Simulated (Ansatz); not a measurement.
Coupled-cluster diagnostics for the cluster ScSi₄⁻, Ansatz.

Geometry of the singlet (r2SCAN-D4/def2-SVPD):

Cartesian coordinates in Å:
```
Sc -2.8110 -0.1180 1.1481
Si -1.9512 1.5332 -0.4702
Si 1.6329 -0.3011 -0.3769
Si 3.6335 -0.9942 -0.5844
Si -0.5042 -0.1199 0.2834
```

Correlated methods freeze 25 core orbitals; core or outer-core shells of Sc are correlated, in sets that lack core-valence functions. No other spin state of charge -1 was run. Another isomer (singlet) lies 2.31 eV lower at PBE0-D4/def2-TZVPD; other spin states weren't run for this one.

Estimate the CCSD(T) correlation energy, the shares of MP2 and (T), T1 and the reference's ⟨S²⟩ for: charge -1, singlet, own geometry in def2-TZVPPD; and the rough time on 4 threads of Arm Neoverse V1 on a shared host.


```
                           state        basis  correlation (eV)  MP2 share (%)  (T) share (%)     T1  ⟨S²⟩ (pure)  wall time                  remarks
charge -1, singlet, own geometry  def2-TZVPPD           -23.758           90.5            8.6  0.038  0.00 (0.00)     11 min  restricted SCF unstable
```
Customary marks for T1 are 0.02 (closed shells), 0.045 (open shells) and about 0.05 (3d metals). T1 exceeds 0.02 in 1 of 1 rows and 0.045 in 0; the higher it lies, the less the single-reference result can be trusted.
